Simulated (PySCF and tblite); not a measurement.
Values are calculated unless marked as measured or tabulated.
Molecule: C₃H₁₀BFO₂, numbered as in [BH3-:1][O+:2]([CH3:3])[CH2:4][O:5][CH2:6][F:7].

The mean out-of-plane torsion at O2 (0° is planar) is held and the rest relaxed at GFN2-xTB. Energies: revPBE/pcSseg-1 + D3(BJ). Programs: tblite and PySCF.

GFN2-xTB profile:

(out-of-plane angle °, kcal/mol): (-39, 1.28), (-32, 0.00), (-23, 0.86), (-12, 2.56), (0, 3.08), (12, 1.84), (23, 0.30), (31, 0.13), (38, 2.27)

(1) Give the DFT energy and dipole along the out-of-plane angle.

(2) Where is the lowest sampled point, and what does the planar form cost?

## Answers

(1) 
| out-of-plane angle ° | E kcal/mol | dipole D |
| --- | --- | --- |
| -39 | 2.20 | 3.99 |
| -32 | 0.17 | 4.18 |
| -23 | 0.32 | 4.27 |
| -12 | 1.39 | 4.26 |
| 0 | 1.82 | 4.11 |
| 12 | 0.89 | 4.01 |
| 23 | 0.00 | 3.73 |
| 31 | 0.62 | 3.42 |
| 38 | 3.65 | 3.14 |

(2) At 23°; the point at 0° lies 1.82 kcal/mol above it.
